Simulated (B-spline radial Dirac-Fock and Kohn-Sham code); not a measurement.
**Pr⁺ 4d3/2: cross section and angular parameters**

System: the Pr⁺ ion, [Xe] 4f3 6s1; threshold 128.1 eV (orbital energy of the model). Level of theory: Dirac-Hartree-Slater photoionisation with a Latter tail; cross sections with all multipoles, angular parameters from the dipole term and its interference with E2; a radial finite-basis atomic code.

For linearly polarised light dσ/dΩ = σ/(4π) [1 + β P₂(cos θ) + (δ + γ cos²θ) sin θ cos φ], with θ from the polarisation vector and φ the angle between the beam and the projection of the electron momentum on the plane normal to the polarisation.

```tsv
hν (eV)	σ (kb)	β	γ	δ
161	335	1.400	-0.076	0.001
179	182	0.627	-0.382	0.081
297	326	-0.078	0.101	0.064
302	330	-0.033	0.108	0.059
675	196	1.094	-0.021	0.002
765	161	1.169	-0.035	0.005
800	?	?	?	?
1253.6	61.6	1.336	0.034	0.022
1260	60.9	1.337	0.035	0.022
1560	37.3	1.359	0.124	0.031
1590	35.7	1.360	0.133	0.032
2000	20.2	1.355	0.265	0.043
3140	5.92	1.285	0.597	0.071
4760	1.70	1.167	0.956	0.113
4950	1.50	1.154	0.991	0.118
5414.7	1.13	1.123	1.071	0.130
5450	1.11	1.121	1.077	0.131
6000	0.810	1.086	1.162	0.146
7520	0.382	1.001	1.362	0.186
8047.8	0.303	0.975	1.420	0.200
8520	0.249	0.952	1.470	0.213
8700	0.232	0.944	1.487	0.217
10700	0.112	0.860	1.657	0.270
11600	0.0838	0.827	1.720	0.293
12000	0.0741	0.814	1.745	0.303
```

Question: Give the values at 800 eV.

Answer: σ = 149 kb, β = 1.192, γ = -0.037, δ = 0.006.

Values without a named source are computed, but for edge energies of neutral atoms, which are taken from tables.
